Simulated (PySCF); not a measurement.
# Radial density of S⁺ (sulfur, charge +1)

BP86, [Ne] 3s2 3p3, high-spin 4S determinant. Calculation: PySCF 2.14, in cc-pVTZ-DK (5s4p2d1f, 34 functions); the spin-free X2C one-electron Hamiltonian (Gaussian nucleus).

| r (bohr) | 4πr²ρ (e/bohr) | 4πr²(ρα − ρβ) |
| --- | --- | --- |
| 0.00210 | 0.1636 | 0.0000 |
| 0.00352 | 0.4232 | 0.0000 |
| 0.00593 | 1.069 | 0.0000 |
| 0.00997 | 2.582 | 0.0001 |
| 0.0168 | 5.743 | 0.0003 |
| 0.0282 | 11.11 | 0.0017 |
| 0.0474 | 16.94 | 0.0099 |
| 0.0798 | 17.76 | 0.0483 |
| 0.134 | 12.76 | 0.1727 |
| 0.226 | 14.09 | 0.3570 |
| 0.380 | 17.31 | 0.2455 |
| 0.639 | 7.501 | 0.0266 |
| 1.07 | 2.982 | 1.1853 |
| 1.81 | 2.810 | 1.6883 |
| 3.04 | 0.5159 | 0.3784 |
| 5.11 | 0.01409 | 0.0124 |

Densities and radii are taken from the X2C orbitals without a picture-change correction, which distorts them close to the nucleus.
